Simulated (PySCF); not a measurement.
## Levels along the 3-electron series

One electron added to the closed shell 1s2: EOM-EA-CCSD calculated with PySCF 2.14, two-component X2C-1e with screened spin-orbit coupling, each ion in its own even-tempered basis, nothing frozen, the virtual space cut to natural spinors and corrected at second order; no Breit or QED terms. Binding energy of 2s1/2 and energies of the other levels above it, in eV.

```json
{"ion": "Pr⁵⁶⁺", "2s1/2 binding": "11907.4", "2p1/2 − 2s1/2": "130.41", "2p3/2 − 2s1/2": "692.22", "NIST ionisation energy": "11895.89 ± 0.06 (t)"}
{"ion": "Nd⁵⁷⁺", "2s1/2 binding": "12353.8", "2p1/2 − 2s1/2": "133.48", "2p3/2 − 2s1/2": "738.00", "NIST ionisation energy": "12341.66 ± 0.07 (t)"}
{"ion": "Pm⁵⁸⁺", "2s1/2 binding": "12810.1", "2p1/2 − 2s1/2": "136.60", "2p3/2 − 2s1/2": "786.39", "NIST ionisation energy": "12797.26 ± 0.07 (t)"}
{"ion": "Sm⁵⁹⁺", "2s1/2 binding": "13276.5", "2p1/2 − 2s1/2": "139.89", "2p3/2 − 2s1/2": "837.61", "NIST ionisation energy": "13262.85 ± 0.09 (t)"}
{"ion": "Eu⁶⁰⁺", "2s1/2 binding": "13753.0", "2p1/2 − 2s1/2": "143.09", "2p3/2 − 2s1/2": "891.56", "NIST ionisation energy": "13738.58 ± 0.09 (t)"}
{"ion": "Gd⁶¹⁺", "2s1/2 binding": "14239.9", "2p1/2 − 2s1/2": "146.49", "2p3/2 − 2s1/2": "948.63", "NIST ionisation energy": "14224.57 ± 0.1 (t)"}
{"ion": "Tb⁶²⁺", "2s1/2 binding": "14737.2", "2p1/2 − 2s1/2": "149.84", "2p3/2 − 2s1/2": "1008.7", "NIST ionisation energy": "14721.02 ± 0.1 (t)"}
{"ion": "Dy⁶³⁺", "2s1/2 binding": "15245.1", "2p1/2 − 2s1/2": "153.24", "2p3/2 − 2s1/2": "1072.0", "NIST ionisation energy": "15228.06 ± 0.11 (t)"}
{"ion": "Ho⁶⁴⁺", "2s1/2 binding": "15763.9", "2p1/2 − 2s1/2": "156.74", "2p3/2 − 2s1/2": "1138.9", "NIST ionisation energy": "15745.77 ± 0.11 (t)"}
{"ion": "Er⁶⁵⁺", "2s1/2 binding": "16293.5", "2p1/2 − 2s1/2": "160.22", "2p3/2 − 2s1/2": "1209.2", "NIST ionisation energy": "16274.56 ± 0.12 (t)"}
```

Each ion has its own basis, which adds noise of up to about 0.1 % of the binding energies along the series.

The 2p interval goes from 561.8 to 1049 eV, as Z to the power 4.40; a hydrogen-like ion gives 4, and the power is higher where the screened charge Z − σ still grows faster than Z or where Zα is large.

NIST values marked (s) are semi-empirical, (t) theoretical.
